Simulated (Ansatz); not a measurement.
`C[O][Mo]([F])(=[S])([Cl])[Cl]`, relaxed with RKS PBE0-D4/def2-TZVP in the Gaussian-basis code of Ansatz from a PBE-D4/def2-SVP geometry. The force threshold is 0.005 eV/Å; the program also tests the step.

Total charge 0; spin multiplicity 1. Mo: def2 effective core potential.

Start:

```xyz
10

C     1.539    0.477   -0.763
O     0.663   -0.394   -0.106
Mo   -1.033   -0.482    0.643
F    -0.252   -0.477    2.343
S    -1.665   -2.455    0.277
Cl   -2.870    0.461    1.679
Cl   -1.676    0.747   -1.240
H     0.961    1.039   -1.535
H     1.990    1.199   -0.048
H     2.342   -0.115   -1.251
```

Task: How much energy does the relaxation release, and in how many steps? (Estimate.)

Result: Ansatz gave: 0.09 eV, in 19 steps.

Task: Which bonds change most? (Estimate.)

Result: Ansatz gave: Mo3–Cl7 from 2.338 to 2.301 Å; Mo3–S5 from 2.105 to 2.068 Å; Mo3–Cl6 from 2.310 to 2.283 Å; O2–Mo3 from 1.856 to 1.831 Å.

Task: Give the relaxed structure. (Best estimate.)

Result: Ansatz gave: 
```xyz
10

C     1.508    0.474   -0.707
O     0.599   -0.508   -0.297
Mo   -1.025   -0.506    0.549
F    -0.096   -0.369    2.155
S    -1.714   -2.447    0.360
Cl   -2.699    0.544    1.692
Cl   -1.794    0.636   -1.293
H     1.022    1.114   -1.453
H     1.825    1.082    0.145
H     2.374   -0.020   -1.150
```
